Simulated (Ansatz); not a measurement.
Problem. Name a neutral molecule of C, Cl, F, Ge, S and H with HOMO energy (B3LYP/def2-TZVPP) between -7.40 and -7.10 eV and HOMO–LUMO gap (B3LYP/def2-TZVPP) between 5.95 and 6.25 eV (Ansatz, PBE0-D4/def2-TZVP geometry).

Solution. `C[S][GeH]([F])[Cl]` (-7.31 eV, 6.19 eV). Other molecules can fit too; these were computed, each in one conformer that needn't be the lowest.

B3LYP here is the variant with VWN-RPA as its local correlation; programs differ in this.
